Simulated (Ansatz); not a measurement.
The cluster MgSi3. Total charge 0; singlet. Geometry r2SCAN-D4/def2-TZVP.

```xyz
4

Mg   -1.4294    0.1980    1.5274
Si   -0.2556    1.1899   -0.5290
Si    0.3896   -1.2084    0.3859
Si    1.2955   -0.1795   -1.3842
```

B3LYP takes the VWN-RPA correlation. The structure comes from a short search, and lower isomers may exist.

Estimate the orbital energies around the gap (eV) in Ansatz with PBE-D4/def2-SVP, PBE-D4/def2-TZVP, B3LYP-D4/6-31G, r2SCAN0-D4/def2-TZVP, CAM-B3LYP-D4/def2-TZVP.


```json
{"orbital": "HOMO−5", "PBE-D4/def2-SVP": "-9.69", "PBE-D4/def2-TZVP": "-9.64", "B3LYP-D4/6-31G": "-11.05", "r2SCAN0-D4/def2-TZVP": "-11.17", "CAM-B3LYP-D4/def2-TZVP": "-12.44"}
{"orbital": "HOMO−4", "PBE-D4/def2-SVP": "-9.30", "PBE-D4/def2-TZVP": "-9.21", "B3LYP-D4/6-31G": "-10.58", "r2SCAN0-D4/def2-TZVP": "-10.65", "CAM-B3LYP-D4/def2-TZVP": "-11.84"}
{"orbital": "HOMO−3", "PBE-D4/def2-SVP": "-5.74", "PBE-D4/def2-TZVP": "-5.66", "B3LYP-D4/6-31G": "-6.34", "r2SCAN0-D4/def2-TZVP": "-6.49", "CAM-B3LYP-D4/def2-TZVP": "-7.33"}
{"orbital": "HOMO−2", "PBE-D4/def2-SVP": "-5.69", "PBE-D4/def2-TZVP": "-5.63", "B3LYP-D4/6-31G": "-6.30", "r2SCAN0-D4/def2-TZVP": "-6.45", "CAM-B3LYP-D4/def2-TZVP": "-7.19"}
{"orbital": "HOMO−1", "PBE-D4/def2-SVP": "-5.28", "PBE-D4/def2-TZVP": "-5.21", "B3LYP-D4/6-31G": "-6.07", "r2SCAN0-D4/def2-TZVP": "-6.13", "CAM-B3LYP-D4/def2-TZVP": "-7.02"}
{"orbital": "HOMO", "PBE-D4/def2-SVP": "-5.20", "PBE-D4/def2-TZVP": "-5.17", "B3LYP-D4/6-31G": "-5.73", "r2SCAN0-D4/def2-TZVP": "-5.94", "CAM-B3LYP-D4/def2-TZVP": "-6.79"}
{"orbital": "LUMO", "PBE-D4/def2-SVP": "-3.62", "PBE-D4/def2-TZVP": "-3.55", "B3LYP-D4/6-31G": "-3.35", "r2SCAN0-D4/def2-TZVP": "-3.06", "CAM-B3LYP-D4/def2-TZVP": "-2.28"}
{"orbital": "LUMO+1", "PBE-D4/def2-SVP": "-2.80", "PBE-D4/def2-TZVP": "-2.79", "B3LYP-D4/6-31G": "-2.32", "r2SCAN0-D4/def2-TZVP": "-2.03", "CAM-B3LYP-D4/def2-TZVP": "-0.96"}
{"orbital": "LUMO+2", "PBE-D4/def2-SVP": "-2.68", "PBE-D4/def2-TZVP": "-2.64", "B3LYP-D4/6-31G": "-2.15", "r2SCAN0-D4/def2-TZVP": "-1.94", "CAM-B3LYP-D4/def2-TZVP": "-0.95"}
{"orbital": "LUMO+3", "PBE-D4/def2-SVP": "-1.53", "PBE-D4/def2-TZVP": "-1.54", "B3LYP-D4/6-31G": "-0.97", "r2SCAN0-D4/def2-TZVP": "-0.83", "CAM-B3LYP-D4/def2-TZVP": "0.01"}
{"orbital": "LUMO+4", "PBE-D4/def2-SVP": "-0.68", "PBE-D4/def2-TZVP": "-0.72", "B3LYP-D4/6-31G": "-0.25", "r2SCAN0-D4/def2-TZVP": "0.18", "CAM-B3LYP-D4/def2-TZVP": "0.96"}
{"orbital": "LUMO+5", "PBE-D4/def2-SVP": "-0.39", "PBE-D4/def2-TZVP": "-0.58", "B3LYP-D4/6-31G": "-0.20", "r2SCAN0-D4/def2-TZVP": "0.29", "CAM-B3LYP-D4/def2-TZVP": "1.00"}
```
